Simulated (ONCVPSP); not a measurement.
**Configuration tests for platinum (Pt) (ONCV)**

* Element: Pt (Z = 78)
* Generator: ONCVPSP 4.0.1
* Type: optimised norm-conserving Vanderbilt (ONCV)
* Functional: PBE
* Relativity: scalar-relativistic
* Frozen core: [Kr] 4d10 4f14
* Valence charge: 18
* Reference configuration: 5s2 5p6 5d8 (charge +2)
* Partial waves: 5s: rc 1.00 bohr, ncon 4, nbas 7, qcut 6.4 1/bohr, 2 projectors, debl 3.5 Ha; 5p: rc 1.20 bohr, ncon 4, nbas 7, qcut 6.3 1/bohr, 2 projectors, debl 2.8 Ha; 5d: rc 2.25 bohr, ncon 4, nbas 9, qcut 6.3 1/bohr, 2 projectors, debl 2.5 Ha
* Local potential: polynomial inside 0.65 bohr (lpopt 5, dvloc0 0 Ha)
* Core correction: Teter function fitted to the true core (icmod 2), fcfact 0.7

In the s channel the program set the typed energies aside and used -4.512, 0.250 Ha. In the p channel the program set the typed energies aside and used -2.824, 0.250 Ha.

Energies are relative to the spin-unpolarised reference configuration 5s2 5p6 5d8; without spin polarisation the order of configurations can differ from experiment.

| valence configuration | charge | ΔE all-electron (eV) | error AE − PS (meV) |
| --- | --- | --- | --- |
| 5s2 5p6 5d9 6s1 | 0 | -29.160 | +6.6 |
| 5s2 5p6 5d9 6p1 | 0 | -24.111 | +7.8 |

(1) What are ΔE and the potential's error for 5s2 5p6 5d7?

(2) What are ΔE and the potential's error for 5s2 5p6 5d9?

Note: ghosts flagged at negative energy: s at -587.6 eV, p at -55.3 eV; GHOST(+) flagged for d at 13.9 eV. A true bound ghost makes a file unfit for plane-wave use.

Results:

(1) ΔE = 32.217 eV all-electron; the error (AE − PS) is +7.7 meV.

(2) ΔE = -19.966 eV all-electron; the error (AE − PS) is +8.5 meV.
